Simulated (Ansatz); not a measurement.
The same path of CHClFNSi (6 atoms, charge 0, multiplicity 1) was run twice with different band settings. Lost on the way: C2–Si3, Si3–H6. Made: C2–H6.

All numbers below come from UKS PBE/def2-SVP in Ansatz 0.2.0.

Relaxed end points:

```xyz
6
Properties=species:S:1:pos:R:3
N -1.999 0.305 1.427
C -1.057 0.191 0.738
Si 0.409 -0.001 -0.381
F 1.523 1.077 0.102
Cl 1.135 -1.902 -0.141
H 0.031 0.267 -1.792
```

```xyz
6
Properties=species:S:1:pos:R:3
N -0.566 0.222 -0.040
C -1.677 0.408 -0.342
Si 1.561 -0.060 -0.392
F 1.946 0.825 0.955
Cl 1.484 -2.042 0.426
H -2.706 0.584 -0.653
```

Common settings: movable images 9; climbing image yes; spring 5.0 eV/Å²; optimiser quadratic models (default); start path through a guess of the saddle point; iteration limit 60; end points relaxed.

| run | force threshold |
| --- | --- |
| 1 | 0.03 eV/Å |
| 2 | 0.5 eV/Å |

(1) What does each run give, and how far can it be trusted?

Results:

(1) Run 1: converged after 38 iterations, highest image 3.235 eV above the first end. Neighbouring images differ by up to 2.6 eV, so the band resolves the path poorly. A vibrational analysis at the climbing image gives one clearly imaginary mode, 922i cm⁻¹: a first-order saddle point.
Run 2: converged after 26 iterations, highest image 3.243 eV above the first end. The threshold of 0.5 eV/Å is loose, so the images may lie well off the minimum-energy path. Neighbouring images differ by up to 1.7 eV, so the band resolves the path poorly. The order of the stationary point at the top wasn't checked.
The orbitals stay closed-shell, which can raise the energy where a bond breaks towards radicals; this wasn't checked here.
